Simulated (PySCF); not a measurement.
Calculated NMR parameters of C=C[Si]1(C)OC(=O)C(=O)O1

- Formula: C5H6O4Si
- SMILES: C=C[Si]1(C)OC(=O)C(=O)O1
- Point group of the computed structure: C1
- Degrees of unsaturation: 4
- Carbon signals: 4
- Proton signals: 4

Bonds (- single, = double, # triple, : aromatic): C1=C2, C2-Si3, Si3-C4, Si3-O5, O5-C6, C6=O7, C6-C8, C8=O9, C8-O10, O10-Si3. C1 carries H11, H12; C2 carries H13; C4 carries H14, H15, H16. H11 is cis to Si3; H12 is trans to Si3.

- shielding tensors at PBE0/pcSseg-1 (GIAO)
- geometry: GFN2-xTB
- run in PySCF
- single conformer, rapidly exchanging positions averaged, relativity neglected, gas phase

Shifts are taken against calculated references (same method and geometry level): $^{1}$H (31.72 ppm), $^{13}$C (186.93 ppm), $^{29}$Si (349.16 ppm) vs TMS; H2O for $^{17}$O (336.08 ppm).

```tsv
carbon	δC, type	δH (multiplicity)	HMBC from (2–3 bonds)	span of the C tensor (ppm)
C1	149.7, CH2	H11 6.58 (m); H12 6.81 (m)	H13	265
C2	135.4, CH	6.20 (m)	H12, H11, H14/H15/H16	230
C4	0.9, CH3	0.68 (s)	H13	18
C6/C8	157.6, C	–	–	165
```

Other nuclei:
| atoms | nucleus | environment | δ (ppm) | σ (ppm) |
| --- | --- | --- | --- | --- |
| Si3 | $^{29}$Si | silicon bonded to 2 C, 2 O, in a 5-membered ring | 4.2 | 344.9 |
| O7/O9 | $^{17}$O | carbonyl oxygen | 468.8 | -132.7 |
| O5/O10 | $^{17}$O | oxygen bonded to C, Si, in a 5-membered ring | 215.5 | 120.6 |

- Carbon types of the structure: 2 × C, 1 × CH, 1 × CH2, 1 × CH3, which accounts for all hydrogens.
- δC 157.6: carbonyl carbon.
- δC 149.7: terminal =CH2 carbon; as expected for a trigonal carbon in a double bond.
- δC 135.4: alkene CH; as expected for a trigonal carbon in a double bond.
- δC 0.9: methyl carbon bonded to Si; an electropositive neighbour leaves it electron-rich and shielded.
- δH 6.20: hydrogen on an alkene CH; attached to an sp2 carbon and in the plane of the double bond.

Shifts are as computed. Against solution values, carbons near 30 ppm lie about +3 ppm off and those near 130 ppm about +5 ppm. Of 1211 compounds with measured shifts, 218 miss one by over three times the rms of a fit or turn the order of signals round; such compounds aren't used in these exercises. Unscaled 17O shifts of doubly bonded oxygen tend to come out too high, by tens of ppm or more. Experimental scales use liquid or dissolved standards, which lie at an offset from isolated H2O (liquid H2O: subtract about 36 ppm). No couplings were computed; multiplicities are counted from neighbouring protons, with m where these are inequivalent, close in shift, in a saturated or five-membered ring or joined by F or P, and br s for small geminal =CH2 splittings.
